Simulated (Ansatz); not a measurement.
Reactions of C4H7ClSi (`C=C=C([SiH3])CCl`).

Gas-phase electronic energies from Ansatz, PBE0-D4/def2-TZVP geometries. CBS: MP2 limit from def2 TZ/QZ plus the TZ coupled-cluster correction, frozen cores. This one scheme is used for every species. Functionals use def2-TZVPP. Elements past krypton have def2 core potentials. For Mg, Sn outer-core shells are correlated without core-valence functions, which leaves a few kJ/mol of doubt a bond. Each species was taken in one conformer, which may not be the lowest.

```csv
reaction,ωB97X-V (eV),CCSD/CBS(def2) (eV),HF/CBS(def2) (eV),CCSD(T)/CBS(def2) (eV)
`C=C=C([SiH3])CCl` + `CC#CC` → `CC#CC[SiH3]` + `C=C=CCCl`,0.14,0.13,0.10,0.15
`C=C=C([SiH3])CCl` + `[OH][Sn]([F])([F])[F]` → `[F][Sn]([F])([F])[O][SiH3]` + `C=C=CCCl`,-0.90,-0.98,-1.24,-0.92
`C=C=C([SiH3])CCl` + `[SiH3]OCS` → `[SiH3]OCS[SiH3]` + `C=C=CCCl`,-0.48,-0.49,-0.50,-0.48
`C=C=C([SiH3])CCl` + `[OH][Mg][F]` → `[F][Mg][O][SiH3]` + `C=C=CCCl`,-1.13,-1.21,-1.46,-1.16
`C=C=C([SiH3])CCl` + `N[SiH2]F` → `N[SiH](F)CCl` + `C=C=C[SiH3]`,-0.31,-0.32,-0.34,-0.29
`C=C=C([SiH3])CCl` + `N=C(O)[SiH3]` → `N=C([SiH3])O[SiH3]` + `C=C=CCCl`,-0.75,-0.79,-0.94,-0.76
`C=C=C([SiH3])CCl` + `CBS` → `CB(S)CCl` + `C=C=C[SiH3]`,-0.41,-0.42,-0.35,-0.41
`C=C=C([SiH3])CCl` + `[AlH2][SH]` → `[AlH2][S][SiH3]` + `C=C=CCCl`,-0.52,-0.55,-0.59,-0.53
```

Largest T1 diagnostic: 0.015, for `[OH][Sn]([F])([F])[F]`.
